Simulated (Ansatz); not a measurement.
One elementary step

Start structure (SiNH₅BrCl, singlet), relaxed at PBE0-D4/def2-TZVP:

Si1  (-0.877, -0.104, -0.685)
N2  (0.352, -0.557, 0.446)
H3  (-1.724, 0.914, -0.033)
H4  (-0.200, 0.376, -1.905)
Cl5  (-2.100, -1.666, -1.232)
H6  (1.327, 0.935, 0.812)
Br7  (2.114, 2.140, 1.109)
H8  (1.063, -1.198, 0.120)
H9  (0.046, -0.840, 1.368)
(Å)

The step: SiNH₄Cl ([NH2][SiH2][Cl]) + HBr → SiH₂BrCl ([Cl][SiH2][Br]) + NH₃ (still joined by a long Si–N bond); bonds formed: Si1–Br7, N2–H6; bonds broken: H6–Br7; bonds weakened to dative contacts: Si1–N2. Computed with Ansatz 0.2.0 (basis: def2-TZVPP and def2-QZVPP); correlated methods freeze the cores. Filled d shells of the heavier atoms are correlated. The def2 sets are not built for correlating such inner shells, so the correlated values are less sure here. Extrapolation: Hartree–Fock as exp(−7.88 √X), correlation as X^−2.97. Energies below are by CCSD(T) at an estimated basis limit (MP2 extrapolated from triple and quadruple zeta, plus CCSD(T) − MP2 in triple zeta).

Q: What are the electronic barrier and the energy of the step, from the start structure to the end structure? (Judge from chemistry; the value comes from the calculation.)

A: By the calculation: Barrier 0.185 eV; step energy -0.158 eV (downhill); reverse barrier, their difference, 0.343 eV. Barrier and step energy count from the start structure, the reverse barrier from the end structure.

The saddle point: One imaginary mode of 129i cm⁻¹.
```json
{"pair": "Si1–Br7", "start (Å)": "4.15", "saddle (Å)": "3.41", "end (Å)": "2.45"}
{"pair": "N2–H6", "start (Å)": "1.82", "saddle (Å)": "1.23", "end (Å)": "1.02"}
{"pair": "Si1–N2", "start (Å)": "1.73", "saddle (Å)": "1.80", "end (Å)": "1.91"}
{"pair": "H6–Br7", "start (Å)": "1.47", "saddle (Å)": "1.75", "end (Å)": "2.78"}
```

Zero-point energy (harmonic, PBE0-D4): ZPE is 1.463 eV at the start and 1.468 eV at the saddle, so the barrier goes from 0.185 to 0.191 eV.

No T1 diagnostic of these runs exceeds 0.009.

Labels in which every atom is bracketed show which atoms are joined, not bond orders.

For scale, one of the runs: CCSD(T)/def2-TZVPP, 233 basis functions, launched by `ansatz run in.yaml --threads 8 --pin off --events-out ev --progress --plain --max-ram 19148MiB`. The run took 47 s on 8 CPU threads of an Intel Xeon Platinum 8488C (shared host), with 4 GiB of host memory at its peak.
